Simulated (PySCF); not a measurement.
# How methods differ on the ionisation energy of In

In [Kr] 4d10 5s2 5p1 (2P) → In⁺ [Kr] 4d10 5s2 (1S), as a difference of total energies. All numbers are calculated (PySCF 2.14, the spin-free X2C one-electron Hamiltonian (Gaussian nucleus), in x2c-QZVPPall). Correlated levels: valence: [Kr] 4d10 frozen; valence and next inner shell: [Ar] 3d10 frozen. The calculations carry no spin-orbit coupling.

| method | ionisation energy (eV) | plus first-order spin-orbit estimate | error of that sum (eV) |
| --- | --- | --- | --- |
| UHF | 5.219 | 5.379 | -0.407 |
| LDA | 5.726 | 5.886 | +0.100 |
| PBE | 5.599 | 5.759 | -0.027 |
| PBE0 | 5.628 | 5.788 | +0.002 |
| r2SCAN | 5.721 | 5.881 | +0.095 |
| M06-L | 5.366 | 5.526 | -0.260 |
| B3LYP | 5.656 | 5.816 | +0.030 |
| PBEsol | 5.601 | 5.761 | -0.025 |
| MP2 (valence) | 5.420 | 5.581 | -0.205 |
| SCS-MP2 (valence) | 5.406 | 5.566 | -0.220 |
| MP2 (valence and next inner shell) | 5.480 | 5.640 | -0.146 |
| SCS-MP2 (valence and next inner shell) | 5.427 | 5.587 | -0.199 |

Reference: 5.786 eV (measured; NIST Atomic Spectra Database, ionization energies).

A first-order spin-orbit estimate (lowest level to lowest level, LS coupling) adds 0.160 eV.

Errors of the correlated levels include the incompleteness of this basis and the frozen core.
